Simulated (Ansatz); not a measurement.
Reaction (germylene formation by 1,1-elimination): `[CH3][Ge]([CH3])([OH])[OH]` → CH₃OH + `[CH3][Ge][OH]`

Gas-phase electronic energies from Ansatz, PBE0-D4/def2-TZVP geometries. CCSD(T)/CBS is the MP2 limit (def2-TZVPP, def2-QZVPP) plus CCSD(T) − MP2 in def2-TZVPP, frozen cores. This one scheme is used for every species. Functionals use def2-TZVPP. For Ge outer-core shells are correlated without core-valence functions, which leaves a few kJ/mol of doubt a bond. Scalar relativity is left out up to krypton. One conformer a species, not always the lowest.

```
                     species  r2SCAN energy (Eh)
`[CH3][Ge]([CH3])([OH])[OH]`         -2308.52848
                       CH₃OH          -115.70575
             `[CH3][Ge][OH]`         -2192.72746
```

(1) Work out ΔE.

Largest T1 diagnostic among the species: 0.014.

Answers

(1) ΔE = (-115.70575) + (-2192.72746) − (-2308.52848) = 0.09527 Eh = +59.8 kcal/mol. CCSD(T)/CBS gives +59.5 kcal/mol.

From BLYP to BHLYP (50 % exact exchange), in def2-TZVPP and without D4, ΔE moves by +11.3 kcal/mol. At CCSD(T), def2-SVP lies −2.9 kcal/mol from the extrapolated value and def2-TZVPP +2.5 kcal/mol. In def2-TZVPP, CCSD(T) changes the Hartree–Fock value by +6.3 kcal/mol (the triples alone add +0.6 kcal/mol) and MP2 by +10.7 kcal/mol.
